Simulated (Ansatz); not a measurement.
GeH6O3Si can be A, `[OH][GeH]([OH])[O][SiH3]`, or B, `[OH][Ge]([OH])([OH])[SiH3]`.

Calculated with Ansatz (gas phase, PBE0-D4/def2-TZVP geometries, no zero-point term in ΔE). CCSD(T)/CBS is the MP2 limit (def2-TZVPP, def2-QZVPP) plus CCSD(T) − MP2 in def2-TZVPP, frozen cores. DFT in def2-TZVPP. B3LYP here is the variant with VWN-RPA as its local correlation; programs differ in this. For Ge outer-core shells are correlated without core-valence functions, which leaves a few kJ/mol of doubt a bond. Scalar relativity is left out up to krypton. One conformer a species, not always the lowest.

Q: Which is lower in electronic energy at CCSD(T)/CBS, and by how much? (Estimate.)

A: Ansatz gave: A, by 20.2 kcal/mol.

Q: Give E(B) − E(A) in kcal/mol with B3LYP, HF/def2-TZVPP, ωB97M-V, B3LYP-D4, CCSD/def2-TZVPP, CCSD(T)/def2-TZVPP, MP2/def2-TZVPP. (An estimate is asked.)

A: Ansatz gave: B3LYP 19.4, HF/def2-TZVPP 27.1, ωB97M-V 20.3, B3LYP-D4 19.3, CCSD/def2-TZVPP 21.7, CCSD(T)/def2-TZVPP 20.9, MP2/def2-TZVPP 22.0. None reverses the order clearly.

Largest T1 diagnostic: 0.013.

From PBE to PBE0 (25 % exact exchange), in def2-TZVPP and without D4, E(B) − E(A) moves by +2.6 kcal/mol. In def2-TZVPP, CCSD(T) changes the Hartree–Fock value by −6.2 kcal/mol (the triples alone add −0.8 kcal/mol) and MP2 by −5.0 kcal/mol.
